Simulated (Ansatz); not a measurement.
`C[O][SnH2][Br]` + H₂ → `[Br][SnH3]` + CH₃OH at 600 K and 1 bar (hydrogenolysis of the Sn–O bond).

Calculated with Ansatz (gas phase, PBE0-D4/def2-TZVP geometries, no zero-point term in ΔE). CBS: MP2 limit from def2 TZ/QZ plus the TZ coupled-cluster correction, frozen cores. This one scheme is used for every species. Elements past krypton have def2 core potentials. For Br, Sn outer-core shells are correlated without core-valence functions, which leaves a few kJ/mol of doubt a bond. Scalar relativity is left out up to krypton. One conformer a species, not always the lowest.

```json
{"species": "`C[O][SnH2][Br]`", "CCSD(T)/CBS energy (Eh)": "-2903.61539", "H − E (kJ/mol)": "204.6", "S (J/(mol·K))": "451.9"}
{"species": "H₂", "CCSD(T)/CBS energy (Eh)": "-1.17544", "H − E (kJ/mol)": "43.9", "S (J/(mol·K))": "150.8"}
{"species": "`[Br][SnH3]`", "CCSD(T)/CBS energy (Eh)": "-2789.16986", "H − E (kJ/mol)": "90.5", "S (J/(mol·K))": "337.8"}
{"species": "CH₃OH", "CCSD(T)/CBS energy (Eh)": "-115.61712", "H − E (kJ/mol)": "163.6", "S (J/(mol·K))": "277.3"}
```

H − E and S are ideal-gas, rigid-rotor, harmonic terms from PBE0-D4/def2-TZVP, for one conformer and one mirror image of each species. The MP2-based limit puts H₂ 0.8 mEh under its directly extrapolated value; such offsets cancel only in part. 1 Eh = 2625.50 kJ/mol, R = 8.31446 J/(mol·K).

Problem. By hand: ΔE, ΔH, ΔS and ΔG.

Solution. ΔE = (-2789.16986) + (-115.61712) − (-2903.61539) − (-1.17544) = 0.00385 Eh = 10.1 kJ/mol. Δ(H − E) = 90.5 + 163.6 − 204.6 − 43.9 = 5.6, so ΔH = 15.7 kJ/mol. ΔS = 337.8 + 277.3 − 451.9 − 150.8 = 12.4 J/(mol·K). ΔG = 15.7 − 600 × (12.4)/1000 = 8.3 kJ/mol.

Problem. By hand: the equilibrium constant, and the temperature at which ΔG would vanish if ΔH and ΔS stayed fixed.

Solution. log₁₀ K = −ΔG/(RT ln 10) = -0.7. ΔG = 0 at ΔH/ΔS = 1266 K, though so small a ΔS makes that figure unsure.

TΔS isn't small against ΔH here. A doubt of 5 kJ/mol in ΔE shifts log₁₀ K by 0.4 here. Other conformers and mirror images would add mixing entropy, several J/(mol·K) or more a flexible species. Modes under 60 cm⁻¹, often nearly free rotors, make the harmonic entropy too high. These are equilibria of isolated gas molecules and say nothing of rates. Largest T1 diagnostic: 0.012 (customary marks: 0.02 for closed shells, 0.045 for open ones).
